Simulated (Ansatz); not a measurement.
A nudged elastic band was laid between two geometries of CH5AlF2O + FH (12 atoms, charge 0, multiplicity 1).

These are results of RKS PBE/cc-pVDZ (Ansatz), not measurements.

```
movable images  : 7
climbing image  : yes
spring          : 5.0 eV/Å²
optimiser       : quadratic models (default)
start path      : through a guess of the saddle point
force threshold : 0.2 eV/Å
iteration limit : 60
end points      : relaxed
```

Image 0:

```xyz
12
Properties=species:S:1:pos:R:3
Al -0.488 -0.994 0.082
C 0.916 -0.058 1.135
F 0.028 -1.801 -1.345
F -1.707 -1.785 0.983
H -0.799 1.110 -1.098
O -1.513 0.468 -0.803
H 1.072 1.056 -0.438
F 0.771 1.634 -1.149
H 0.569 0.868 1.642
H 1.163 -0.772 1.952
H 1.912 0.135 0.671
H -1.923 0.139 -1.631
```

Image 8:

```xyz
12
Properties=species:S:1:pos:R:3
Al -0.732 0.005 -0.295
C 1.763 -0.063 1.384
F -0.066 -1.408 -1.001
F -1.535 -0.119 1.201
H -2.095 0.900 -2.158
O -2.229 0.078 -1.638
H 1.779 0.900 0.839
F -0.110 1.526 -0.780
H 0.869 -0.113 2.036
H 1.756 -0.906 0.665
H 2.669 -0.141 2.015
H -2.069 -0.659 -2.269
```

Q: What changes between the two ends?

A: Bonds broken: Al1–C2, H7–F8. Bonds formed: Al1–F8, C2–H7. CH5AlF2O + FH becomes AlF3H2O + CH4.

Q: What energy profile does the band end with?

A: It converged. The highest image is number 2 of 0 to 8, 0.34 eV above the first end and 1.83 eV above the last; the last end lies 1.49 eV below the first. The threshold of 0.2 eV/Å is loose, so the images may lie well off the minimum-energy path. The order of the stationary point at the top wasn't checked. The orbitals stay closed-shell, which can raise the energy where a bond breaks towards radicals; this wasn't checked here.

| image | path coordinate (Å) | energy (eV) | Al1–C2 (Å) | H7–F8 (Å) | Al1–F8 (Å) |
| --- | --- | --- | --- | --- | --- |
| 0 | 0.00 | 0.00 | 1.99 | 0.96 | 3.16 |
| 1 | 0.86 | 0.03 | 2.00 | 0.98 | 2.99 |
| 2 | 1.72 | 0.34 | 2.10 | 1.23 | 2.46 |
| 3 | 2.58 | -0.35 | 2.40 | 1.65 | 1.94 |
| 4 | 3.46 | -0.94 | 2.77 | 1.89 | 1.78 |
| 5 | 4.33 | -1.25 | 3.08 | 2.06 | 1.74 |
| 6 | 5.21 | -1.40 | 3.25 | 2.25 | 1.72 |
| 7 | 6.09 | -1.46 | 3.13 | 2.38 | 1.72 |
| 8 | 6.96 | -1.49 | 3.01 | 2.57 | 1.71 |

Q: What is the geometry of the highest image?

A: 
```xyz
12
Properties=species:S:1:pos:R:3
Al -0.460 -0.757 -0.083
C 1.023 0.118 1.118
F 0.008 -1.844 -1.310
F -1.480 -1.431 1.112
H -0.737 1.070 -1.301
O -1.583 0.609 -0.899
H 0.898 0.636 -0.126
F 0.717 1.050 -1.271
H 0.401 0.498 1.950
H 1.371 -0.913 1.358
H 1.960 0.713 1.091
H -2.118 0.251 -1.638
```

The run took 2.9 min on 2 threads of Intel(R) Xeon(R) Platinum 8488C (Sapphire Rapids), on a shared host, peak memory 0.18 GiB.
